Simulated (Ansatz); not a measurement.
The cluster HfO4H4. Total charge 0; triplet. Geometry r2SCAN-D4/def2-SVP, that of the neutral singlet; atoms count from 1.

| atom | x (Å) | y (Å) | z (Å) |
| --- | --- | --- | --- |
| Hf1 | -0.136 | -0.339 | 0.113 |
| O2 | 1.941 | 0.553 | 0.525 |
| O3 | -1.088 | 1.317 | 0.414 |
| O4 | 1.655 | -0.023 | -0.811 |
| O5 | -1.088 | -1.568 | -1.016 |
| H6 | 2.056 | 1.498 | 0.319 |
| H7 | -1.782 | 1.973 | 0.337 |
| H8 | -0.024 | -1.247 | 1.737 |
| H9 | -1.533 | -2.164 | -1.619 |

In the def2 sets Hf takes a core potential; there is no spin–orbit coupling. The structure holds one bond between oxygen atoms, so isomers without such links may lie far lower. At PBE0-D4/def2-TZVP a singlet of charge 0 lies 4.16 eV below the triplet at the same geometry. The structure comes from a short search, and lower isomers may exist.

**Question.** Estimate the Mulliken populations from the PBE0/def2-TZVP orbitals of Ansatz.

**Answer.** 
| atom | charge (e) | spin (α − β) | d electrons |
| --- | --- | --- | --- |
| Hf1 | 1.25 | 0.02 | 1.71 |
| O2 | -0.38 | 0.72 | – |
| O3 | -0.70 | 0.00 | – |
| O4 | -0.30 | 1.20 | – |
| O5 | -0.68 | 0.00 | – |
| H6 | 0.32 | 0.03 | – |
| H7 | 0.33 | 0.00 | – |
| H8 | -0.16 | 0.03 | – |
| H9 | 0.32 | 0.00 | – |
Mulliken values depend strongly on the basis.

**Question.** Where does the spin sit?

**Answer.** Summed by element: Hf 0.02, O 1.92, H 0.06, of 2 unpaired in all. Largest on single atoms: O4 1.20, O2 0.72, H8 0.03.

**Question.** And the Mayer bond orders between heavy atoms (over 0.3)?

**Answer.** Hf1–O2 0.38 (2.30 Å); Hf1–O3 1.04 (1.93 Å); Hf1–O4 0.76 (2.04 Å); Hf1–O5 1.08 (1.92 Å); O2–O4 0.54 (1.48 Å).
